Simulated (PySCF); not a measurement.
A species of formula C5H12N2 has this rotational fingerprint, computed with B3LYP/def2-SVPD in PySCF (dipole) on a GFN2-xTB geometry, gas phase:

```
Rotational constants : A = 4864, B = 2134, C = 1800 MHz
Dipole components    : |μa| = 0.88 D, |μb| = 1.37 D, |μc| = 0.45 D
Inertial defect      : -59.92 u·Å²
κ                    : -0.78
```

Question: Which candidate fits, each taken in the one conformer that was computed?
A. `[CH2:1]=[CH:2][C@H:3]([NH2:4])[CH2:5][CH2:6][NH2:7]` with C1–C2–C3–N4 -125°, C2–C3–N4–H 57° and 177°, C2–C3–C5–C6 -63°, C3–C5–C6–N7 180°, C5–C6–N7–H 58° and -60°
B. `[CH3:1][C@H:2]1[CH2:3][CH2:4][N:5]([CH3:6])[NH:7]1` with C1–C2–C3–C4 123°, C2–C3–C4–N5 19°, C3–C4–N5–C6 88°, C4–N5–N7–C2 34°
C. `[CH3:1][CH2:2][CH2:3]/[CH:4]=[N:5]/[NH:6][CH3:7]` with C1–C2–C3–C4 -65°, C2–C3–C4–N5 116°, C4–N5–N6–C7 -158°

Answer: B. It is C[C@H]1CCN(C)N1, an asymmetric top, point group C1. The candidates at the same level (rigid rotor, commonest isotopes):

| SMILES | A (MHz) | B (MHz) | C (MHz) | μa (D) | μb (D) | μc (D) | Δ (u·Å²) | point group | rotor |
| --- | --- | --- | --- | --- | --- | --- | --- | --- | --- |
| CCC/C=N/NC | 6493 | 1110 | 1024 | 0.63 | 0.69 | 1.27 | -39.63 | C1 | near-prolate asymmetric top |
| C[C@H]1CCN(C)N1 | 4864 | 2134 | 1800 | 0.88 | 1.37 | 0.45 | -59.92 | C1 | asymmetric top |
| C=C[C@H](N)CCN | 3665 | 1571 | 1180 | 0.84 | 1.04 | 0.77 | -31.37 | C1 | asymmetric top |

`CCC/C=N/NC` has B 48 % too low; `C=C[C@H](N)CCN` has C 34 % too low. No structure here is proved a minimum.
